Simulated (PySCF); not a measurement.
Which determinant of HgSb lies lowest?

Unrestricted PBE0; Hg def2-SVP with ECP60, Sb def2-SVP with ECP28; scalar-relativistic core potentials (PySCF 2.14). Outer shells of the fragments: Hg 5d10 6s2; Sb 4d10 5s2 5p3.

Followed along the bond (rough minima from three points):

```json
{"2Ms+1": "4", "unpaired": "σ ↑, π ↑↑", "⟨S²⟩ at the start": "3.76", "R at minimum (Å)": "3.52", "Te (eV)": "0.00"}
{"2Ms+1": "2", "unpaired": "σ ↓, π ↑↑", "⟨S²⟩ at the start": "1.76", "R at minimum (Å)": "3.12", "Te (eV)": "0.56"}
{"2Ms+1": "2", "unpaired": "σ ↑, π ↑↓", "⟨S²⟩ at the start": "1.76", "R at minimum (Å)": "3.26", "Te (eV)": "0.62"}
{"2Ms+1": "2", "unpaired": "π ↑", "⟨S²⟩ at the start": "0.75", "R at minimum (Å)": "2.74", "Te (eV)": "0.86"}
{"2Ms+1": "2", "unpaired": "σ ↑", "⟨S²⟩ at the start": "0.76", "R at minimum (Å)": "3.18", "Te (eV)": "1.58"}
```

Solutions found at the starting distance of 2.740 Å, counted from the lowest of them; the search is not exhaustive and high or unbound solutions are not listed, so other states can lie among these:

```json
{"2Ms+1": "4", "unpaired": "σ ↑, π ↑↑", "term": "⁴Σ⁻", "E (eV)": "0.00", "⟨S²⟩": "3.76", "⟨Lz²⟩": "0.00", "μ (D)": "0.12"}
{"2Ms+1": "2", "unpaired": "σ ↓, π ↑↑", "term": "mixed", "E (eV)": "0.43", "⟨S²⟩": "1.76", "⟨Lz²⟩": "0.00", "μ (D)": "0.00"}
{"2Ms+1": "2", "unpaired": "σ ↑, π ↑↓", "term": "mixed", "E (eV)": "0.54", "⟨S²⟩": "1.76", "⟨Lz²⟩": "2.01", "μ (D)": "0.07"}
{"2Ms+1": "2", "unpaired": "π ↑", "term": "²Π", "E (eV)": "0.59", "⟨S²⟩": "0.75", "⟨Lz²⟩": "1.01", "μ (D)": "-2.44"}
{"2Ms+1": "2", "unpaired": "σ ↑", "term": "mixed", "E (eV)": "1.46", "⟨S²⟩": "0.76", "⟨Lz²⟩": "2.00", "μ (D)": "0.20"}
{"2Ms+1": "2", "unpaired": "π ↑", "term": "²Π", "E (eV)": "2.44", "⟨S²⟩": "0.75", "⟨Lz²⟩": "1.00", "μ (D)": "3.15"}
{"2Ms+1": "4", "unpaired": "π ↑↑↑", "term": "⁴Π", "E (eV)": "3.58", "⟨S²⟩": "3.76", "⟨Lz²⟩": "1.00", "μ (D)": "2.91"}
{"2Ms+1": "4", "unpaired": "σ ↑↑, π ↑", "term": "⁴Π", "E (eV)": "3.81", "⟨S²⟩": "3.75", "⟨Lz²⟩": "1.01", "μ (D)": "-3.04"}
{"2Ms+1": "4", "unpaired": "π ↑↑↑", "term": "⁴Π", "E (eV)": "8.76", "⟨S²⟩": "3.76", "⟨Lz²⟩": "1.00", "μ (D)": "-1.74"}
{"2Ms+1": "4", "unpaired": "π ↑↑, δ ↑", "term": "⁴Δ", "E (eV)": "8.89", "⟨S²⟩": "3.76", "⟨Lz²⟩": "4.00", "μ (D)": "-1.88"}
```

A term symbol is given only where ⟨S²⟩ and ⟨Lz²⟩ are close to those of a pure state; real π, δ and φ orbitals otherwise mix terms. A positive dipole means Hg(−)Sb(+).

Q: Compare the gap between the two lowest followed solutions at the starting distance with the gap between their minima.

A: At PBE0 the second solution (Ms = 0.5 of mixed spin, unpaired electrons σ ↓, π ↑↑) lies +0.43 eV from the first (quartet, unpaired electrons σ ↑, π ↑↑) at 2.740 Å and +0.56 eV at the minima; the two curves relax by different amounts, since their minima lie near 3.12 and 3.52 Å.

Spin–orbit coupling is left out. Counting both spins, an empty level lies below a filled one in some of these solutions, because spin and occupation are held.
